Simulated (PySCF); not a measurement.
Re, sextet (core potentials on Re). Base run: SVWN5/def2-SVP (PySCF).

PySCF was given this input:
```python
from pyscf import gto, scf, dft

mol = gto.Mole()
mol.atom = '''
    Re    0.000000    0.000000    0.000000
'''
mol.basis = 'def2-svp'
mol.ecp = {'Re': 'def2-svp'}
mol.charge = 0
mol.spin = 5
mol.verbose = 4
mol.build()

mf = dft.UKS(mol)
mf.xc = 'lda,vwn'
mf.kernel()
```

Each row names what was changed in the base input (with any setting that the change needs).

```csv
change,ΔE vs base (mEh),SCF cycles,<S^2>,outcome
base,0.000,8,8.762,converged
init_guess = 1e,0.000,9,8.762,converged
DIIS = EDIIS,0.000,38,8.762,converged
level_shift = 0.5 (with mf.max_cycle = 100),-,100,-,not converged
conv_tol = 1e-11,0.000,9,8.762,converged
conv_tol = 1e-12,0.000,9,8.762,converged
init_guess = vsap,-,-,-,input refused
init_guess = sap,0.000,10,8.762,converged
init_guess = mod_huckel,-,-,-,stopped with an error
level_shift = 1.0 (with mf.max_cycle = 100),-,100,-,not converged
solver = newton,56.126,-,8.751,another SCF solution
level_shift = 0.1 (with mf.max_cycle = 100),0.000,19,8.762,converged
init_guess = huckel,-,-,-,stopped with an error
```

A guess, shift, damping, solver or small numerical setting can't move a converged solution much, so rows marked as another SCF solution ended in a different state.

Open shells are given as the SCF converged; they aren't shown to be the lowest states, and a large step between rows can be another state.

- init_guess = vsap: ended with `AssertionError: ECP or PP not supported`
- init_guess = mod_huckel: ended with `RuntimeError: Failed to assign mo_occ. nelec (10, 5) > Nmo (9)`
- init_guess = huckel: ended with `RuntimeError: Failed to assign mo_occ. nelec (10, 5) > Nmo (9)`
